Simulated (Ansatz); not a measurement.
GeH₃O₃, SMILES [OH][Ge]([OH])[OH], multiplicity 2.

Coordinates come from a B3LYP-D3(BJ)/def2-SVP optimisation. The isomer is the one that the SMILES or the coordinates give; other isomers of the formula were not compared. One conformer was computed; it need not be the lowest.

Two levels are set side by side: PBE/def2-SVPD (Ansatz, a program for electronic structure) and PBE0/def2-SVPD (Ansatz). Energy differences of separate SCF runs at the same geometry; the states with an electron removed or added have multiplicity 1 and 1. Differences are taken from unrounded values.

```csv
quantity,PBE0
vertical ionisation energy (eV),9.07
vertical electron affinity (eV),1.52
```

What does PBE give, and how far is it from PBE0? (The exact figures need the calculation; the answer reports its results.)


```tsv
quantity	PBE	PBE minus PBE0
vertical ionisation energy (eV)	8.72	-0.34
vertical electron affinity (eV)	1.54	0.03
```
